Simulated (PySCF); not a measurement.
# Finite-field polarisability of Cr (chromium, neutral)

[Ar] 3d5 4s1, high-spin 7S determinant. Calculation: PySCF 2.14, in ANO-RCC-VTZP (6s5p3d2f1g, 59 functions); scalar relativity by spin-free X2C-1e. Frozen: [Ar]. Energy changes in a uniform field (μhartree):

| axis | F (au) | HF | MP2 | CCSD | CCSD(T) |
| --- | --- | --- | --- | --- | --- |
| x | 0.0014 | -96.125 | -81.470 | -84.482 | -84.218 |
| x | 0.0028 | -383.870 | -325.640 | -337.566 | -336.516 |

(1) Derive α along x at CCSD(T) from the two fields.

(2) And the mean polarisability at each level?

The basis has no added diffuse functions, which lowers α.

Results:

(1) With ΔE = −αF²/2 − γF⁴/24, α = −(16 ΔE(F) − ΔE(2F))/(6F²) = 85.97 bohr³.

(2) HF 98.14, MP2 83.15, CCSD 86.24, CCSD(T) 85.97 bohr³. Reference: 83 ± 12 bohr³ (recommended; Schwerdtfeger and Nagle, table of static dipole polarizabilities (2023 update)).
